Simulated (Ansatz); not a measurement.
`C[Si@H](O)[Si@H](O)F` at its PBE0-D4/def2-TZVP geometry, where that method's forces vanish. The species carries charge 0 and has multiplicity 1.

```xyz
13

C    -0.9898   -0.7794   -1.3641
Si   -0.2596    0.6971   -0.4863
O     0.8411    1.5126   -1.4172
Si    0.9381    0.0203    1.4139
O    -0.0532   -1.0179    2.2101
F     1.2732    1.2781    2.3521
H    -1.5680   -0.4750   -2.2406
H    -0.2100   -1.4707   -1.6922
H    -1.6590   -1.3174   -0.6868
H    -1.3722    1.6090   -0.0830
H     0.5092    2.0643   -2.1263
H     2.2568   -0.6230    1.1566
H     0.2934   -1.4982    2.9639
```

What forces (eV/Å) does PBE-D4/def2-TZVPP give on these atoms in Ansatz? (An estimate is asked.)

Ansatz gave: 
```
C1  -0.001  0.008  0.013
Si2 -0.197 -0.147  0.210
O3   0.511 -0.007  0.060
Si4  0.100 -0.108 -0.450
O5  -0.504 -0.120 -0.115
F6   0.149  0.526  0.357
H7  -0.113  0.052 -0.168
H8   0.142 -0.135 -0.061
H9  -0.129 -0.111  0.122
H10 -0.137  0.094  0.061
H11 -0.148  0.263 -0.334
H12  0.173 -0.077 -0.047
H13  0.155 -0.239  0.352
```
